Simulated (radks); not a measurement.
Values are calculated unless marked as measured or tabulated.
Kinetic energies: the exact non-interacting value of the Kohn-Sham orbitals and orbital-free approximations, as 100 (|E| - |E exact|)/|E exact|, negative where the magnitude is too small. Species: Re [Xe] 4f14 5d5 6s2; Rb [Kr] 5s1; Ca+ [Ar] 4s1; Sr2+ [Kr]. Code: a radial shooting solver on a logarithmic mesh with Libxc functionals. Model: non-relativistic Kohn-Sham, exchange-only PBE, spin-polarised, spherical densities, point nucleus. Every spin shell is full or empty, so the densities are truly spherical. Functionals are evaluated on that one density, not self-consistently.

\begin{tabular}{lrrrr}
functional & Re & Rb & Ca+ & Sr2+ \\ \hline
exact (hartree) & 15783.7 & 2937.93 & 676.377 & 3130.52 \\
Thomas-Fermi & -4.75 & -5.81 & -6.95 & -5.76 \\
von Weizsacker & -63.79 & -54.08 & -43.31 & -54.46 \\
TF + vW & +31.46 & +40.11 & +49.74 & +39.78 \\
TF + vW/9 & -0.73 & -0.71 & -0.65 & -0.70 \\
TF + vW/5 & +2.49 & +3.37 & +4.39 & +3.35 \\
LC94 & -0.02 & +0.05 & +0.08 & +0.06 \\
APBEK & +0.01 & +0.12 & +0.20 & +0.13 \\
revAPBEK & +0.16 & +0.33 & +0.51 & +0.34 \\
Perdew 92 & -0.72 & -0.70 & -0.63 & -0.69 \\
Thakkar & -0.79 & -0.48 & -0.21 & -0.48 \\
Pearson & -0.89 & -1.04 & -1.41 & -1.02 \\
LKT & +16.28 & +21.55 & +27.95 & +21.35 \\
DePristo-Kress & -0.23 & -0.07 & +0.02 & -0.06 \\
Ernzerhof & -0.51 & -0.38 & -0.12 & -0.37 \\
\end{tabular}
